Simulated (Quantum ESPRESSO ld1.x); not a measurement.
Problem. The mean radii <r> (bohr) of the occupied orbitals of an atom or ion are listed with their occupations. Method: Dirac Kohn-Sham, PW91, spin-unpolarised, spherical densities, point nucleus; computed with ld1.x of Quantum ESPRESSO 7.5.

orbital  occ.      <r>
1s1/2       2  0.07684
2s1/2       2   0.3639
2p1/2       2   0.3256
2p3/2       4   0.3282
3s1/2       2    1.123
3p1/2       2    1.201
3p3/2       3    1.208

Name the element and its charge. Open shells, if any, fill j = l - 1/2 first.

Solution. Z = 20, calcium, charge +3: Ca3+ in [Ne] 3s2 3p5. The 1s radius gives Z: for a bare nucleus <r> = (2 gamma + 1)/(2Z) with gamma = sqrt(1 - (Z/c)^2), 0.07446 bohr for Z = 20, and screening makes it slightly larger (0.07684 here). The occupations add up to 17, and the charge is Z minus that.
